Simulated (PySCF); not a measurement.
Isomers of C4H7NSSi, one GFN2-xTB conformer each. Single-point energies are computed at PBE0/pcSseg-1 (PySCF, gas phase, no added dispersion term), electronic only.

```json
{"SMILES": "[SiH3]Cc1cnsc1", "GFN2-xTB relative energy (kcal/mol)": "0.0"}
{"SMILES": "CS[Si@@H]1C[C@H]1C#N", "GFN2-xTB relative energy (kcal/mol)": "36.8"}
```

Conformers: `[SiH3:1][CH2:2][c:3]1[cH:4][n:5][s:6][cH:7]1` with Si1–C2–C3–C4 84°; `[CH3:1][S:2][Si@@H:3]1[CH2:4][C@H:5]1[C:6]#[N:7]` with C1–S2–Si3–C4 -97°.

Task: What does PBE0/pcSseg-1 give for the same structures?

Result: 
| SMILES | PBE0/pcSseg-1 E (Eh) | PBE0/pcSseg-1 (kcal/mol) | GFN2-xTB (kcal/mol) | point group |
| --- | --- | --- | --- | --- |
| [SiH3]Cc1cnsc1 | -898.48402 | 0.0 | 0.0 | C1 |
| CS[Si@@H]1C[C@H]1C#N | -898.47867 | 3.4 | 36.8 | C1 |

Both levels put the same isomer lowest. As drawn, the lower has an aromatic ring, which the higher lacks; the higher has a three-membered ring and a C≡N group, which the lower lacks.

Task: Which frontier levels, dipoles and rotational constants go with these structures?

Result: 
```json
{"SMILES": "[SiH3]Cc1cnsc1", "HOMO (eV, PBE0/pcSseg-1)": "-7.15", "LUMO (eV)": "-0.88", "dipole (D)": "2.70", "A, B, C (MHz)": "4840, 969.4, 912.1"}
{"SMILES": "CS[Si@@H]1C[C@H]1C#N", "HOMO (eV, PBE0/pcSseg-1)": "-7.24", "LUMO (eV)": "-0.76", "dipole (D)": "5.42", "A, B, C (MHz)": "5601, 824.1, 800.3"}
```
